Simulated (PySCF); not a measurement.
# PPb at PBE0

Level: PBE0. PySCF, scalar-relativistic core potentials, basis sets P cc-pV(D+d)Z, Pb cc-pVDZ-PP with ECP60.

* state: ⁶Σ⁺ (sextet), unpaired electrons σ ↑, π ↑↑↑↑, a second solution, started from another occupation
* bond length: 3.263 Å
* harmonic wavenumber: 84.9 cm⁻¹
* force constant: 0.115 mdyn/Å
* rotational constant Be: 0.05871 cm⁻¹
* anharmonicity ωexe: 1.44 cm⁻¹
* vibration–rotation constant αe: 0.000941 cm⁻¹
* energy of the minimum from ground-state P + Pb: -0.135 eV
* bond order (Mayer): 0.22
* dipole moment (positive dipole means P(−)Pb(+)): -1.35 D

These are scalar-relativistic numbers at best; spin–orbit coupling would shift them, the dissociation energy most.
